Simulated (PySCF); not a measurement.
Hg(II) with different ligands

Computed with PySCF 2.14.0, PBE0, def2-SVP on the ligands, density fitting, scalar-relativistic core potentials, no spin-orbit coupling, vacuum. The metal has def2-SVP with ECP60. Each complex is relaxed within the symmetry of a template of the same shape. Distances are means of the shortest metal–ligand contacts, charges and spins Mulliken's.

```json
{"complex": "[HgOCl]−", "point group": "C∞v", "M–first ligand (Å)": "1.887", "charge on M (e)": "0.18", "HOMO–LUMO gap (eV)": "5.16", "strongest infrared band, degenerate modes summed (cm⁻¹)": "705", "unstable modes (below −25 cm⁻¹)": "0"}
{"complex": "[HgSF]−", "point group": "C∞v", "M–first ligand (Å)": "2.239", "charge on M (e)": "0.18", "HOMO–LUMO gap (eV)": "4.82", "strongest infrared band, degenerate modes summed (cm⁻¹)": "522", "unstable modes (below −25 cm⁻¹)": "0"}
{"complex": "[HgOF]−", "point group": "C∞v", "M–first ligand (Å)": "1.877", "charge on M (e)": "0.27", "HOMO–LUMO gap (eV)": "5.34", "strongest infrared band, degenerate modes summed (cm⁻¹)": "727", "unstable modes (below −25 cm⁻¹)": "0"}
```

**Question.** A further member has point group Cs, M–first ligand (Å) 1.882, charge on M (e) 0.15, HOMO–LUMO gap (eV) 5.13, strongest infrared band, degenerate modes summed (cm⁻¹) 726, unstable modes (below −25 cm⁻¹) 0. Which complex is it?

**Answer.** [HgO(OH)]−. This is one of several that fit.

One start shape was tried for each, so a minimum needn't be the lowest isomer.
